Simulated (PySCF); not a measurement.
Worked example for `C#Cc1ncc[nH]1` (C5H4N2): deprotonation at atom N7

Non-hydrogen atoms are numbered in `[CH:1]#[C:2][c:3]1[n:4][cH:5][cH:6][nH:7]1`.

Level of theory: M06-2X/ma-def2-SVP single points in PySCF, grid level 3; every species was optimised with PBE0-D3(BJ)/def2-SVP. The prefix ma- adds one diffuse s and one diffuse p function on all atoms but H. Thermal corrections: GFN2-xTB frequencies, unscaled, ideal gas at 298.15 K and 1 bar, quasi-RRHO entropy. These were taken at the GFN2-xTB minima.

Step: `C#Cc1ncc[nH]1` → `C#Cc1ncc[n-]1` + H⁺.

```jsonl
{"species": "C#Cc1ncc[nH]1", "charge": "0", "multiplicity": "1", "E / Eh": "-302.027978"}
{"species": "C#Cc1ncc[n-]1", "charge": "-1", "multiplicity": "1", "E / Eh": "-301.476053"}
```

Thermal terms, products less reactant: Δ(H − E) = -28.75 kJ/mol, Δ(G − E) = -59.22 kJ/mol (the bare proton has no electronic energy, H = 5/2 RT). 1 Eh = 2625.50 kJ/mol.

What are ΔE, ΔH and ΔG of this step?

ΔE = 0.551925 Eh = 1449.08 kJ/mol; ΔH = 1420.3 kJ/mol; ΔG = 1389.9 kJ/mol, all in the gas phase at 298.15 K and 1 bar. The digits show the arithmetic; the method itself can be off by 10 kJ/mol or more.

Note: structures of the anions come from def2-SVP, which lacks diffuse functions; ma-def2-SVP is a small basis, whose errors can reach tens of kJ/mol.
